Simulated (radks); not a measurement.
The numbers below are computed, except where a source is named.
How relativity changes the ionisation of the tellurium ion Te+ ([Kr] 4d10 5s2 5p3) to Te2+ ([Kr] 4d10 5s2 5p2). Spin-unpolarised spherical Kohn-Sham, BLYP, point nucleus unless stated (finite: rms radius 4.7423 fm), a radial shooting solver on a logarithmic mesh with Libxc functionals. A level marked "c x" has the speed of light scaled by that factor and shares open shells by 2j + 1; other Dirac levels either fill j = l - 1/2 first or share by 2j + 1.

level                               E(Te+) (hartree)  E(Te2+) (hartree)  IE (eV)   HOMO  <r> HOMO (bohr)
non-rel.                                 -6614.02497        -6613.37157   17.780     5p            2.509
scalar-rel.                              -6794.78496        -6794.13044   17.811     5p            2.490
scalar-rel., finite nucleus              -6794.57627        -6793.92174   17.811     5p            2.490
Dirac, 2j+1 shares                       -6797.10758        -6796.45214   17.835  5p3/2            2.523
Dirac, low j first                       -6797.14176        -6796.50460   17.338  5p3/2            2.531
Dirac, 2j+1 shares, finite nucleus       -6796.89820        -6796.24275   17.836  5p3/2            2.523
Dirac, c x 1.25                          -6728.09461        -6727.44003   17.812  5p3/2            2.518
Dirac, c x 2                             -6657.36213        -6656.70832   17.791  5p3/2            2.512
Dirac, c x 10                            -6615.73010        -6615.07669   17.780  5p3/2            2.509

NIST Atomic Spectra Database: 18.6 eV (measured). The relativistic part of the total energy of Te+ is -182.9 hartree (Dirac, 2j+1 shares, finite nucleus), 2.8 % of the non-relativistic value. Spin polarisation and multiplet splitting of open shells are left out at every level.

Beside tabulated values, note that relativity, absent from the non-relativistic runs, is large for the heavy elements, and spin-unpolarised runs miss the spin-polarisation part of the exchange energy of open shells.
